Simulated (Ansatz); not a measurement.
The cluster HfO₃⁻, relaxed as a doublet with UKS r2SCAN-D4/def2-TZVPD in Ansatz, starting from the GFN2-xTB geometry. Force threshold 0.02 eV/Å.

In the def2 sets Hf takes a core potential; there is no spin–orbit coupling. The structure holds 1 bond(s) between oxygen atoms. The highest occupied level of the charge -1 doublet lies above zero (up to 0.15 eV). It is a level of α spin, whose loss leaves a singlet; that state wasn't run at this geometry and level. The electron is either unbound and held by the finite basis, or the level is raised by self-interaction error. The relaxation made no stability test and no search for a lower SCF solution. No other spin state of charge -1 was run. Another isomer (doublet) lies 0.98 eV lower at PBE0-D4/def2-TZVPD; other spin states weren't run for this one.

Start:

```xyz
4

Hf    0.807   -0.475   -1.370
O    -1.101    0.575   -0.316
O     0.365   -0.709    1.013
O    -0.071    0.609    0.673
```

```json
{"step": "1", "energy (eV)": "-7442.8475", "largest force component (eV/Å)": "3.606", "SCF passes": "126"}
{"step": "2", "energy (eV)": "-7443.9227", "largest force component (eV/Å)": "1.946", "SCF passes": "69"}
{"step": "3", "energy (eV)": "-7444.1017", "largest force component (eV/Å)": "1.526", "SCF passes": "63"}
{"step": "4", "energy (eV)": "-7444.7012", "largest force component (eV/Å)": "3.062", "SCF passes": "131"}
{"step": "5", "energy (eV)": "-7445.8951", "largest force component (eV/Å)": "2.846", "SCF passes": "68"}
{"step": "6", "energy (eV)": "-7447.4113", "largest force component (eV/Å)": "4.329", "SCF passes": "64"}
{"step": "7", "energy (eV)": "-7448.7335", "largest force component (eV/Å)": "1.964", "SCF passes": "37"}
{"step": "8", "energy (eV)": "-7449.2856", "largest force component (eV/Å)": "1.079", "SCF passes": "36"}
{"step": "9", "energy (eV)": "-7449.3200", "largest force component (eV/Å)": "1.817", "SCF passes": "37"}
{"step": "10", "energy (eV)": "-7449.5353", "largest force component (eV/Å)": "1.057", "SCF passes": "36"}
{"step": "11", "energy (eV)": "-7449.5520", "largest force component (eV/Å)": "1.101", "SCF passes": "28"}
{"step": "12", "energy (eV)": "-7449.5847", "largest force component (eV/Å)": "0.171", "SCF passes": "31"}
{"step": "13", "energy (eV)": "-7449.5862", "largest force component (eV/Å)": "0.044", "SCF passes": "24"}
{"step": "14", "energy (eV)": "-7449.5862", "largest force component (eV/Å)": "0.007", "SCF passes": "26"}
```

Force components are those of the run's own axes.

End:

```xyz
4

Hf    0.284    0.023   -0.778
O    -1.418    0.318   -1.313
O     0.458   -0.913    0.983
O     0.676    0.572    1.107
```

Bonds lost: O2–O4 (atoms count from 1).

No frequencies were taken in this run, so the end may be a saddle point.

Hardware: 4 threads of Arm Neoverse V2 on a shared host. Wall time 58 s.
